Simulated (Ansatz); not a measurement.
The cluster Ga2Cl3 was relaxed with r2SCAN-D4 (def2-SVP) in Ansatz in these states: neutral doublet, neutral quartet. The geometries follow in no particular order.

A:

Cartesian coordinates in Å:
```
Ga -1.3249 -0.9072 -0.7177
Ga 0.5645 0.5925 0.0312
Cl -1.9736 -2.5267 0.5749
Cl 0.1732 2.5534 0.8488
Cl 2.5609 0.2880 -0.7371
```

B:

Cartesian coordinates in Å:
```
Ga 0.9540 1.3741 0.4574
Ga -0.2881 -0.6602 -0.2559
Cl -0.8495 2.3572 1.3123
Cl 1.9167 -0.8918 -0.8332
Cl -1.7330 -2.1792 -0.6806
```

Q: Judge from the bond lengths which geometry belongs to which state (an estimate).

A: A is the neutral doublet (Ga2–Cl4 2.160 Å, Ga1–Cl3 2.171 Å, Ga1–Ga2 2.526 Å); B is the neutral quartet (Ga2–Cl4 2.291 Å, Ga1–Cl3 2.225 Å, Ga1–Ga2 2.488 Å).
